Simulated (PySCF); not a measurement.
Run record: excited-state job, `C[SiH2]O[BH2-][PH3+]`.

Method: TDDFT CAM-B3LYP/def2-SVPD, vertical, gas phase, core orbitals frozen in the response (PySCF 2.14.0, density-fitted response routines). Geometry: GFN2-xTB. The command runs a driver script over a list of jobs; the input below is this job's line of settings and its coordinates in Å.

Command:
```bash
OMP_NUM_THREADS=1 python probes_run.py task.json out
```

Input:
```
{"job": {"kind": "uv", "xc": "CAM-B3LYP", "basis": "def2-SVPD", "nstates": 8, "ntriplets": 3}, "charge": 0, "multiplicity": 1}
C      2.123721    -0.202976     1.303710
Si     1.443676    -0.246466    -0.466871
O     -0.137221    -0.015230    -0.305686
B     -1.268101     0.071606    -1.199276
P     -2.347861     0.349618     0.425199
H      1.693930    -0.981654     1.927678
H      3.197622    -0.355087     1.284886
H      1.936711     0.749383     1.792000
H      2.038098     0.822546    -1.283808
H      1.709591    -1.547540    -1.099246
H     -1.305170     1.040221    -1.883400
H     -1.581783    -0.944091    -1.726347
H     -2.058813    -0.668163     1.304675
H     -3.676181     0.565989     0.815011
H     -1.772633     1.369835     1.147116
```

Output:
```
coarse grid: 12712 points
cycle   1  E = -774.4953367298  dE =  4.103e-01  |g| = 7.669e-01  |ddm| = 4.964e+00
cycle   2  E = -774.3745466470  dE =  1.208e-01  |g| = 1.126e+00  |ddm| = 2.450e+00
cycle   3  E = -774.6203022691  dE = -2.458e-01  |g| = 8.101e-02  |ddm| = 1.282e+00
cycle   4  E = -774.6215850390  dE = -1.283e-03  |g| = 3.802e-02  |ddm| = 2.278e-01
cycle   5  E = -774.6219584596  dE = -3.734e-04  |g| = 4.933e-03  |ddm| = 6.906e-02
cycle   6  E = -774.6219661125  dE = -7.653e-06  |g| = 1.339e-03  |ddm| = 1.373e-02
final grid: 111200 points
cycle   7  E = -774.7274383594  dE = -2.239e-05  |g| = 2.923e-03  |ddm| = 6.635e-02
cycle   8  E = -774.7274388898  dE = -5.304e-07  |g| = 2.749e-03  |ddm| = 1.072e-02
cycle   9  E = -774.7274407186  dE = -1.829e-06  |g| = 2.918e-04  |ddm| = 3.625e-03
cycle  10  E = -774.7274407308  dE = -1.215e-08  |g| = 2.074e-04  |ddm| = 6.613e-04
cycle  11  E = -774.7274407394  dE = -8.624e-09  |g| = 2.939e-05  |ddm| = 3.363e-04
cycle  12  E = -774.7274407397  dE = -2.829e-10  |g| = 6.240e-06  |ddm| = 8.627e-05
converged SCF energy = -774.7274407397

Static polarisability (au): isotropic 84.948, principal 72.327 84.869 97.648

Singlet excitations
state   eV       nm        f      main configurations
  1   6.7911    182.6   0.01938   H->L 0.51, H->L+1 0.43
  2   7.0172    176.7   0.00026   H->L+1 0.38, H->L 0.34, H->L+4 0.08
  3   7.2356    171.4   0.00317   H->L+4 0.61, H->L+3 0.18
  4   7.2378    171.3   0.02333   H-1->L 0.74, H-1->L+1 0.09
  5   7.3221    169.3   0.00085   H->L+2 0.82
  6   7.5360    164.5   0.01388   H-1->L+2 0.83, H-2->L+2 0.13
  7   7.7198    160.6   0.16444   H-1->L+1 0.39, H-1->L+4 0.30, H-1->L+3 0.13
  8   7.8443    158.1   0.00516   H->L+3 0.57, H->L+4 0.22

Triplet excitations (Tamm-Dancoff, eV): 6.5733 6.6375 6.7972
```

The SCF starts on a coarse grid where the log names one; the energy can jump when the final grid takes over, and dE then counts from the start density on the new grid. H and L stand for HOMO and LUMO; the number after each pair is its weight.

Problem. Which computed singlet has the largest oscillator strength, and what do all of them sum to?

Solution. State 7 at 7.72 eV (161 nm), f = 0.164; the 8 states sum to 0.230.

In short: HOMO -8.81 eV, LUMO 0.84 eV; lowest singlet 6.79 eV; lowest triplet 6.57 eV (Tamm–Dancoff); mean polarisability 84.9 au.

Problem. How long does this job take on one thread of an Arm Neoverse V1, shared host? And the peak memory of the process?

Solution. About 35 s, with 0.87 GiB resident at the peak, the Python interpreter and its libraries included.

One conformer stands for the species.
Labels such as C1 count atoms from 1, the log's own numbers from 0.
